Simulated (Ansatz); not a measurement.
F6S, SMILES FS(F)(F)(F)(F)F.

Geometry: PBE-D3(BJ)/def2-SVP.

Two levels are set side by side: PBE/def2-SVPD (Ansatz, a first-principles code) and PBE0/def2-SVPD (Ansatz). Energy differences of separate SCF runs at the same geometry; the states with an electron removed or added have multiplicity 2 and 2. Differences are taken from unrounded values.

```json
[
 {"quantity": "vertical ionisation energy (eV)", "PBE": "13.93"},
 {"quantity": "vertical electron affinity (eV)", "PBE": "0.80"},
 {"quantity": "vertical singlet–triplet gap (eV)", "PBE": "6.19"}
]
```

Task: These are the PBE values. What does PBE0 give? (Estimate from the structure and the level; the computed values follow.)

Result: 
```
quantity                            PBE0  PBE minus PBE0
---------------------------------  -----  --------------
vertical ionisation energy (eV)    15.20           -1.27
vertical electron affinity (eV)     0.70            0.10
vertical singlet–triplet gap (eV)   7.39           -1.20
```
